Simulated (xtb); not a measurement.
SSi, triplet, geometry from GFN2-xTB (the spin is typed, not shown lowest). Base run: GFN0-xTB (xtb).

The xtb input:
```
$ xtb mol.xyz --gfn 0 --uhf 2 --json

# file mol.xyz
2

Si    -0.00000000    -0.00000000    -1.11967259
S      0.00000000     0.00000000     0.97971351
```

Each row names what was changed in the base input (with any setting that the change needs).

```json
[
 {"change": "base", "ΔE vs base (mEh)": "0.000"},
 {"change": "etemp = 1000", "ΔE vs base (mEh)": "-3.115"},
 {"change": "acc = 0.1", "ΔE vs base (mEh)": "0.000"},
 {"change": "etemp = 10", "ΔE vs base (mEh)": "1.273"}
]
```
